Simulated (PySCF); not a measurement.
Computed IR spectrum (relative IR intensity) of a molecule C₃H₁₁NSi₂. Geometry: PBE-D3(BJ)/def2-SVP. The values are those of a single conformer. Level of theory: PBE-D3(BJ)/def2-SVP run with PySCF. Frequencies are harmonic and unscaled.

Lines under 2 % of the strongest are left out, and lines within 2 cm⁻¹ are merged.

```
ν (cm⁻¹)  relative intensity
--------  ------------------
484                      5.0
644                       11
659                      7.0
674                      7.1
695                      5.9
714                      5.7
758                       14
816                       24
873                      100
881                      7.2
911                       15
913                       57
933                       25
940                      3.3
952                      6.5
1125                     5.7
1169                      30
1216                     2.3
1276                     3.5
1310                      37
1369                     3.2
1390                     7.8
1650                      65
2148                      30
2151                      38
2167                      38
2171                      28
2176                      25
2188                      35
2953                     9.9
3065                     5.3
```

Problem. Pick the molecule that these values belong to.
A) CN1C[SiH2][Si@H]1C
B) NC[Si@@H]1CC[SiH2]1
C) C=CN([SiH3])C[SiH3]
D) C[SiH2]/C=C/[SiH2]N

Solution. C, C=CN([SiH3])C[SiH3]
